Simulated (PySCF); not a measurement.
# Unknowns

No relativistic terms, single conformer, rapidly exchanging positions averaged, gas phase. GFN2-xTB structure; PBE0/pcSseg-1 with gauge-including orbitals; PySCF 2.14.0 with density-fitted response routines.

Scale: ¹H, ¹³C vs TMS (reference shieldings calculated alike). Where no couplings were computed, multiplicities follow the n + 1 count of equivalent neighbours, and m marks all less simple cases (inequivalent or close neighbours, rings, F or P nearby). Shifts are as computed. Against solution values, carbons near 30 ppm lie about +3 ppm off and those near 130 ppm about +5 ppm. Of 1211 compounds with measured shifts, 218 miss one by over three times the rms of a fit or turn the order of signals round; such compounds aren't used in these exercises.

Q: C5H8O2Si. ¹H NMR (600 MHz, computed): δ 6.20 (m, 1H), 5.44 (m, 1H), 5.05 (s, 3H), 2.32 (s, 3H). ¹³C{¹H} NMR (computed): δ 162.6, 145.3, 115.5, 90.8, 16.4. What is it?

A: SMILES Cc1ccc(O[SiH3])o1. The formula gives 3 degrees of unsaturation (1 ring in the answer). 5 carbon signals for 5 carbons: no two carbons are equivalent. Carbon types of the structure: 2 × C, 2 × CH, 1 × CH3, leaving 3 H on heteroatoms. δC 162.6: aromatic carbon bearing oxygen; σ withdrawal by the attached heteroatom moves it downfield of the ring CH carbons. δC 145.3: substituted aromatic carbon next to the ring oxygen. δC 115.5, 90.8: aromatic CH. δH 6.20, 5.44: hydrogen on an aromatic CH.

The shifts were computed for this structure.

Q: C7H8. ¹H NMR (300 MHz, computed): δ 7.56 (m, 2H), 7.49 (m, 2H), 7.43 (m, 1H), 2.51 (s, 3H). ¹³C{¹H} NMR (computed): δ 143.4 (C), 134.3 (CH), 134.0 (CH), 130.7 (CH), 24.3 (CH3). What is it?

A: toluene. The formula gives 4 degrees of unsaturation (1 ring in the answer). 5 carbon signals for 7 carbons: some carbons are equivalent by symmetry or fast rotation. Carbon types of the structure: 1 × C, 5 × CH, 1 × CH3, which accounts for all hydrogens. δC 143.4: substituted aromatic carbon. δC 134.3, 134.0, 130.7: aromatic CH; the aromatic region. δC 24.3: methyl carbon on an aromatic ring; a saturated carbon with 1 carbon neighbour and no heteroatom attached. δH 7.56, 7.49, 7.43: hydrogen on an aromatic CH; aromatic region.

This is the structure that produced the data.
